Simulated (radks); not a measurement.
Q: The tungsten ion W1.5+, configuration [Xe] 4f14 5d(up 2, down 2) 6s(up 0.5, down 0) (fractional occupations, a model configuration). All-electron calculation, scalar-relativistic Kohn-Sham, r2SCAN, spin-polarised, spherical densities, finite nucleus; meta-GGA in the generalised Kohn-Sham scheme; Fermi nuclear charge, rms radius 5.3658 fm. Program: a radial shooting solver on a logarithmic mesh with Libxc functionals. Some entries of the table are withheld. Estimate them.

orbital  occ.  eigenvalue (eV)  <r> (bohr)
1s up       1        -69574.51     0.01835
1s down     1        -69574.50     0.01835
2s up       1        -12044.17     0.07756
2s down     1        -12044.17     0.07756
2p up       3        -10532.78     0.06944
2p down     3        -10532.78     0.06944
3s up       1        -2792.793      0.2008
3s down     1        -2792.789      0.2008
3p up       3        -2343.072      0.2012
3p down     3        -2343.068      0.2012
3d up       5        -1824.718      0.1824
3d down     5        -1824.715      0.1824
4s up       1        -591.1196      0.4496
4s down     1        -591.1084      0.4496
4p up       3        -442.9550      0.4778
4p down     3        -442.9423      0.4778
4d up       5        -254.1318      0.5113
4d down     5        -254.1155      0.5113
5s up       1         -92.5796       1.071
5s down     1         -92.5700       1.071
5p up       3         -56.1569       1.250
5p down     3         -56.1398       1.248
4f up       7              (1)      0.6074
4f down     7              (2)      0.6072
5d up       2         -15.7616       1.918
6s up     0.5              (3)         (4)
5d down     2         -15.4674       1.893
6s down     0              (5)         (6)

A: 
(1) 4f up eigenvalue (eV): -45.3022
(2) 4f down eigenvalue (eV): -45.2803
(3) 6s up eigenvalue (eV): -15.7155
(4) 6s up <r> (bohr): 2.880
(5) 6s down eigenvalue (eV): -14.8787
(6) 6s down <r> (bohr): 2.893
